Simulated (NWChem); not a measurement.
Program: NWChem. System: BF, charge 0, spin multiplicity 1, at a geometry optimised with B3LYP/def2-SVP. The structure started from a generated list of species. Level: PBE0/def2-TZVPD.

NWChem printed:

```
             Northwest Computational Chemistry Package (NWChem) 7.3.0
             --------------------------------------------------------

                                NWChem Input Module
                                -------------------

 Scaling coordinates for geometry "geometry" by  1.889725989
 (inverse scale =  0.529177249)

 Turning off AUTOSYM since
 SYMMETRY directive was detected!

                             Geometry "geometry" -> ""
                             -------------------------

 Output coordinates in angstroms (scale by  1.889725989 to convert to a.u.)

  No.       Tag          Charge          X              Y              Z
 ---- ---------------- ---------- -------------- -------------- --------------
    1 B                    5.0000     0.00000000     0.00000000    -0.81227100
    2 F                    9.0000     0.00000000     0.00000000     0.45126200

 Effective nuclear repulsion energy (a.u.)      18.8463429170

            Nuclear Dipole moment (a.u.)
            ----------------------------
        X                 Y               Z
 ---------------- ---------------- ----------------
     0.0000000000     0.0000000000     0.0000056692

      Symmetry information
      --------------------

 Group name             C2v
 Group number             16
 Group order               4
 No. of unique centers     2

      Symmetry unique atoms

     1    2


 Summary of "ao basis" -> "" (spherical)
 ------------------------------------------------------------------------------
       Tag                 Description            Shells   Functions and Types
 ---------------- ------------------------------  ------  ---------------------
 *                         def2-tzvpd                 on all atoms

                                 NWChem DFT Module
                                 -----------------

 Summary of "ao basis" -> "ao basis" (spherical)
 ------------------------------------------------------------------------------
       Tag                 Description            Shells   Functions and Types
 ---------------- ------------------------------  ------  ---------------------
 B                         def2-tzvpd               13       37   6s3p3d1f
 F                         def2-tzvpd               14       40   6s4p3d1f

 Summary of "ao basis" -> "ao basis" (spherical)
 ------------------------------------------------------------------------------
       Tag                 Description            Shells   Functions and Types
 ---------------- ------------------------------  ------  ---------------------
 B                         def2-tzvpd               13       37   6s3p3d1f
 F                         def2-tzvpd               14       40   6s4p3d1f

      Symmetry analysis of basis
      --------------------------

        a1         35
        a2          8
        b1         17
        b2         17

            General Information
            -------------------
          SCF calculation type: DFT
          Wavefunction type:  closed shell.
          No. of atoms     :     2
          No. of electrons :    14
           Alpha electrons :     7
            Beta electrons :     7
          Charge           :     0
          Spin multiplicity:     1
          Use of symmetry is: on ; symmetry adaption is: on
          Maximum number of iterations: 100
          AO basis - number of functions:    77
                     number of shells:    27
          Convergence on energy requested:  1.00D-06
          Convergence on density requested:  1.00D-05
          Convergence on gradient requested:  5.00D-04

              XC Information
              --------------
                         PBE0 Method XC Functional
                     Hartree-Fock (Exact) Exchange  0.250
          PerdewBurkeErnzerhof Exchange Functional  0.750
            Perdew 1991 LDA Correlation Functional  1.000 local
           PerdewBurkeErnz. Correlation Functional  1.000 non-local

             Grid Information
             ----------------
          Grid used for XC integration:  medium
          Radial quadrature: Mura-Knowles
          Angular quadrature: Lebedev.
          Tag              B.-S. Rad. Rad. Pts. Rad. Cut. Ang. Pts.
[...]
 Grid integrated density:      14.000014246974
 Requested integration accuracy:   0.10E-05

 !! scf_movecs_sym_adapt:   26 vectors were symmetry contaminated

  Symmetry fudging

 !! scf_movecs_sym_adapt:   22 vectors were symmetry contaminated

   convergence    iter        energy       DeltaE   RMS-Dens  Diis-err    time
 ---------------- ----- ----------------- --------- --------- ---------  ------
 d= 0,ls=0.0,diis     1   -123.3515325504 -1.42D+02  2.38D+01  3.74D+00     0.8

 !! scf_movecs_sym_adapt:   28 vectors were symmetry contaminated

  Symmetry fudging

 !! scf_movecs_sym_adapt:   22 vectors were symmetry contaminated

 d= 0,ls=0.0,diis     2   -124.1787501388 -8.27D-01  1.89D-02  3.80D+00     0.8

 !! scf_movecs_sym_adapt:   34 vectors were symmetry contaminated

  Symmetry fudging

 !! scf_movecs_sym_adapt:   34 vectors were symmetry contaminated

 d= 0,ls=0.0,diis     3   -124.5148122432 -3.36D-01  1.85D-02  9.30D-01     0.9

 !! scf_movecs_sym_adapt:   34 vectors were symmetry contaminated

  Symmetry fudging

 !! scf_movecs_sym_adapt:   34 vectors were symmetry contaminated

 d= 0,ls=0.0,diis     4   -124.5778508064 -6.30D-02  5.63D-03  4.32D-02     1.0

 !! scf_movecs_sym_adapt:   34 vectors were symmetry contaminated

  Symmetry fudging

 !! scf_movecs_sym_adapt:   34 vectors were symmetry contaminated

 d= 0,ls=0.0,diis     5   -124.5805729766 -2.72D-03  4.49D-04  1.92D-04     1.0

 !! scf_movecs_sym_adapt:   34 vectors were symmetry contaminated

  Symmetry fudging

 !! scf_movecs_sym_adapt:   34 vectors were symmetry contaminated

  Resetting Diis
 d= 0,ls=0.0,diis     6   -124.5805948615 -2.19D-05  8.89D-05  4.63D-06     1.1

 !! scf_movecs_sym_adapt:   32 vectors were symmetry contaminated

  Symmetry fudging

 !! scf_movecs_sym_adapt:   32 vectors were symmetry contaminated

 d= 0,ls=0.0,diis     7   -124.5805952514 -3.90D-07  1.21D-05  2.26D-07     1.1

 !! scf_movecs_sym_adapt:   34 vectors were symmetry contaminated

  Symmetry fudging

 !! scf_movecs_sym_adapt:   30 vectors were symmetry contaminated

 d= 0,ls=0.0,diis     8   -124.5805952332  1.82D-08  2.45D-06  5.04D-07     1.2

         Total DFT energy =     -124.580595233217
      One electron energy =     -208.874776834809
           Coulomb energy =       79.754153542043
    Exchange-Corr. energy =      -14.306314857483
 Nuclear repulsion energy =       18.846342917032

 Numeric. integr. density =       13.999999882223

     Total iterative time =      0.9s

                  Occupations of the irreducible representations
                  ----------------------------------------------

                     irrep           alpha         beta
                     --------     --------     --------
                     a1                5.0          5.0
                     a2                0.0          0.0
                     b1                1.0          1.0
                     b2                1.0          1.0

                       DFT Final Molecular Orbital Analysis
                       ------------------------------------

 Vector    5  Occ=2.000000D+00  E=-5.496100D-01  Symmetry=b1
              MO Center= -6.3D-17,  2.2D-32,  3.5D-01, r^2= 5.6D-01
   Bfn.  Coefficient  Atom+Function         Bfn.  Coefficient  Atom+Function
  ----- ------------  ---------------      ----- ------------  ---------------
    44      0.482594  2 F  px                47      0.399571  2 F  px
    50      0.221410  2 F  px                 7      0.127655  1 B  px
    10      0.066307  1 B  px                19     -0.031376  1 B  d  1

 Vector    6  Occ=2.000000D+00  E=-5.496100D-01  Symmetry=b2
              MO Center= -1.3D-33,  1.7D-16,  3.5D-01, r^2= 5.6D-01
   Bfn.  Coefficient  Atom+Function         Bfn.  Coefficient  Atom+Function
  ----- ------------  ---------------      ----- ------------  ---------------
    45      0.482594  2 F  py                48      0.399571  2 F  py
    51      0.221410  2 F  py                 8      0.127655  1 B  py
    11      0.066307  1 B  py                17      0.031376  1 B  d -1

 Vector    7  Occ=2.000000D+00  E=-2.952326D-01  Symmetry=a1
              MO Center=  3.8D-15,  3.7D-15, -1.2D+00, r^2= 1.4D+00
   Bfn.  Coefficient  Atom+Function         Bfn.  Coefficient  Atom+Function
  ----- ------------  ---------------      ----- ------------  ---------------
     4      0.424017  1 B  s                  3      0.312923  1 B  s
     9     -0.247052  1 B  pz                12     -0.215465  1 B  pz
     5      0.205486  1 B  s                  2     -0.177860  1 B  s
    46      0.126502  2 F  pz                49      0.097642  2 F  pz
     1     -0.088618  1 B  s                 41     -0.079471  2 F  s

 Vector    8  Occ=0.000000D+00  E=-3.917489D-02  Symmetry=b1
              MO Center= -1.9D-15, -2.7D-30, -8.8D-01, r^2= 2.4D+00
   Bfn.  Coefficient  Atom+Function         Bfn.  Coefficient  Atom+Function
  ----- ------------  ---------------      ----- ------------  ---------------
    13      0.445352  1 B  px                10      0.393339  1 B  px
     7      0.389458  1 B  px                44     -0.189630  2 F  px
    50     -0.180830  2 F  px                47     -0.156261  2 F  px
    29      0.071031  1 B  d  1

 Vector    9  Occ=0.000000D+00  E=-3.917489D-02  Symmetry=b2
              MO Center= -2.3D-30, -2.8D-15, -8.8D-01, r^2= 2.4D+00
   Bfn.  Coefficient  Atom+Function         Bfn.  Coefficient  Atom+Function
  ----- ------------  ---------------      ----- ------------  ---------------
    14      0.445352  1 B  py                11      0.393339  1 B  py
     8      0.389458  1 B  py                45     -0.189630  2 F  py
    51     -0.180830  2 F  py                48     -0.156261  2 F  py
    27     -0.071031  1 B  d -1

 Vector   10  Occ=0.000000D+00  E= 2.151050D-02  Symmetry=a1
              MO Center= -4.3D-14,  1.8D-14,  3.8D-02, r^2= 1.1D+01
   Bfn.  Coefficient  Atom+Function         Bfn.  Coefficient  Atom+Function
  ----- ------------  ---------------      ----- ------------  ---------------
     6      1.970750  1 B  s                 43     -1.079855  2 F  s
     4      1.057990  1 B  s                  5     -0.820169  1 B  s
    12      0.530618  1 B  pz                42     -0.525165  2 F  s
    15      0.491593  1 B  pz                55      0.370508  2 F  pz
    52      0.367250  2 F  pz                 3     -0.167699  1 B  s

 center of mass
 --------------
 x =   0.00000000 y =   0.00000000 z =  -0.02325575

 moments of inertia (a.u.)
 ------------------
          39.738834308119           0.000000000000           0.000000000000
           0.000000000000          39.738834308119           0.000000000000
           0.000000000000           0.000000000000           0.000000000000

     Multipole analysis of the density
     ---------------------------------

     L   x y z        total         alpha         beta         nuclear
     -   - - -        -----         -----         ----         -------
     0   0 0 0     -0.000000     -7.000000     -7.000000     14.000000

     1   1 0 0     -0.000000     -0.000000     -0.000000      0.000000
     1   0 1 0     -0.000000     -0.000000     -0.000000      0.000000
     1   0 0 1      0.392677      0.196336      0.196336      0.000006

     2   2 0 0     -7.897718     -3.948859     -3.948859      0.000000
     2   1 1 0      0.000000      0.000000      0.000000      0.000000
     2   1 0 1      0.000000      0.000000      0.000000      0.000000
     2   0 2 0     -7.897718     -3.948859     -3.948859      0.000000
     2   0 1 1      0.000000      0.000000      0.000000      0.000000
     2   0 0 2    -10.557075    -14.441277    -14.441277     18.325479

 Task  times  cpu:        1.2s     wall:        1.2s

 Total times  cpu:        1.2s     wall:        1.2s
```

Write an NWChem input that would produce this output.

Several could match; the one computed here: 
```
start mol
memory heap 200 mb stack 900 mb global 1100 mb
geometry units angstroms nocenter noautoz
  B      0.000000     0.000000    -0.812271
  F      0.000000     0.000000     0.451262
  symmetry group C2v
end
basis spherical
  * library def2-tzvpd
end
dft
  xc pbe0
  semidirect memsize 60000000 filesize 0
  iterations 100
end
task dft energy
```
